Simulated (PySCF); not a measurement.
Compound: C₅H₁₁NO₂.
Z-matrix (Å and degrees, GFN2-xTB geometry), rows numbered from 1:
```
C 
N   1  1.4408
C   2  1.3464  1  122.70
O   3  1.2137  2  123.86  1    -3.20
C   3  1.5265  2  113.45  1   177.95
C   5  1.5266  3  112.93  2   -56.40
O   6  1.4149  5  109.58  3    73.58
C   7  1.4041  6  113.12  5  -179.36
H   1  1.0926  2  111.05  3  -113.66
H   1  1.0915  2  110.52  3   125.18
H   1  1.0890  2  107.55  3     5.86
H   2  1.0100  1  118.74  3   171.64
H   5  1.0916  3  108.90  2    64.53
H   5  1.0898  3  107.82  2  -177.41
H   6  1.1010  5  110.29  3   -47.53
H   6  1.1009  5  109.76  3  -166.33
H   8  1.0883  7  106.73  6  -179.75
H   8  1.0965  7  111.22  6   -60.43
H   8  1.0970  7  111.19  6    60.79
```

The closed-shell SCF was solved with PySCF and density fitting under several settings on one GFN2-xTB geometry (grid level 2 and gas phase unless stated).

```
      settings  basis functions  SCF cycles     E (Eh)  HOMO (eV)  LUMO (eV)  dipole (D)
 PBE0/pcSseg-1              191          14  -401.8548      -6.97       0.94        4.36
PBE0/def2-SVPD              254          14  -401.6329      -7.10       0.38        4.39
```

Q: Estimate the row for these settings: B97-2/pcSseg-1, IEF-PCM cyclohexane.

A: 
```json
{"settings": "B97-2/pcSseg-1, IEF-PCM cyclohexane", "basis functions": "191", "SCF cycles": "14", "E (Eh)": "-402.1768", "HOMO (eV)": "-6.82", "LUMO (eV)": "0.90", "dipole (D)": "4.78"}
```

Q: Over all rows, what range does the HOMO–LUMO gap span?

A: From 7.48 eV (PBE0/def2-SVPD) to 7.91 eV (PBE0/pcSseg-1).

Q: And the dipole moment?

A: From 4.36 D (PBE0/pcSseg-1) to 4.78 D (B97-2/pcSseg-1, IEF-PCM cyclohexane); the largest is 1.10 times the smallest, and the median is 4.39 D.

Q: Compare two rows with the functional PBE0: PBE0/pcSseg-1 and PBE0/def2-SVPD. Which energy is lower, and by how much?

A: PBE0/pcSseg-1 (191 functions) lies 0.2219 Eh or 139 kcal/mol below PBE0/def2-SVPD (254 functions). The smaller set gives the lower energy; the two sets aren't nested, so the variational bound doesn't order them by size.

Whole jobs, the steps after the SCF included, on Intel Xeon at 2.70 GHz, one thread, on a shared host:

```csv
settings,work after the SCF,wall time,peak memory
PBE0/pcSseg-1,"shieldings, charges and field gradients",49 s,0.85 GiB
PBE0/def2-SVPD,"6 singlets by full TDDFT, 2 Tamm–Dancoff triplets, polarisability",80 s,0.99 GiB
"B97-2/pcSseg-1, IEF-PCM cyclohexane","shieldings, charges and field gradients",49 s,1.0 GiB
```

Cycle counts include a coarse-grid stage where the run had one. Geometry: GFN2-xTB, one conformer.
